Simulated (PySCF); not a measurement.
Precursor series Ta Cl-OH. Gas-phase values, no solvent. One relaxed conformer stands for each flexible species; it need not be the lowest.

The HOMO–LUMO gap from two functionals at the same geometries (BP86-D3(BJ)/def2-SVP), both in PySCF: PBE-D3(BJ)/def2-TZVP and TPSSh-D3(BJ)/def2-TZVP. 

| species | PBE-D3(BJ)/def2-TZVP (eV) | TPSSh-D3(BJ)/def2-TZVP (eV) |
|---|---|---|
| 0 of 5 Cl replaced by OH ([Ta(Cl)5]) | 3.36 | 4.27 |
| 1 of 5 Cl replaced by OH ([Ta(Cl)4(OH)]) | 3.87 | 4.82 |
| 2 of 5 Cl replaced by OH ([Ta(Cl)3(OH)2]) | 4.03 | 5.01 |
| 3 of 5 Cl replaced by OH ([Ta(Cl)2(OH)3]) | 4.43 | 5.49 |
| 5 of 5 Cl replaced by OH ([Ta(OH)5]) | 5.08 | 6.25 |

Over these rows, drawn at random from the members with no instability flagged (it was tested for open shells, ions and some series alone), PBE minus TPSSh-D3(BJ): mean -1.02 eV, from -1.17 eV to -0.92 eV.
